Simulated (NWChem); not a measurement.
# H2BO2, doublet; SMILES O[B]O

```xyz
5

O     -1.2218     0.0000     0.0420
B      0.0000     0.0000    -0.5420
O      1.2218     0.0000     0.0420
H     -1.2136     0.0000     1.0193
H      1.2136     0.0000     1.0193
```
Atoms are numbered in this order, from 1.

Results from NWChem. Spin-unrestricted. Medium grid unless said otherwise, to which SCAN and Minnesota functionals are sensitive. In the optimisation the excess spin sits in a1 (C2v, its own frame). The geometry was optimised at B3LYP/6-31G* (spherical d), spin-unrestricted. No stability test was run on the SCF state. B3LYP is NWChem's, with the RPA form of VWN correlation. Total energies of different functionals are on different scales.

```tsv
level	energy (Ha)	highest occupied level (eV)	lowest empty minus highest occupied level, either spin (eV)	dipole (D)	<S²>	relative time
B3LYP/def2-TZVP	-176.6042	-5.81	3.82	3.11	0.752	1
PBE/def2-TZVP	-176.4002	-4.85	2.36	3.08	0.753	1
MN15-L/def2-TZVP	-176.4429	-5.05	3.55	3.08	0.754	1
B3PW91/def2-TZVP	-176.5285	-5.86	4.33	3.18	0.753	1
r2SCAN0/def2-TZVP	-176.4859	-6.33	5.26	3.22	0.753	1
LC-wPBE (HJS exchange hole, range parameter 0.4 per bohr)/def2-TZVP	-176.4692	-8.83	9.70	3.38	0.752	5
BHandHLYP/def2-TZVP	-176.5128	-7.19	6.39	3.21	0.752	1
MN15/def2-TZVP	-176.4264	-6.26	5.82	3.17	0.753	1
PW91/def2-TZVP	-176.5389	-4.90	2.34	3.07	0.753	1
revPBE/def2-TZVP	-176.5436	-4.83	2.49	3.07	0.753	1
OLYP/def2-TZVP	-176.5457	-4.67	2.21	3.01	0.753	1
```

Relative times are rough (shared machine, one core).
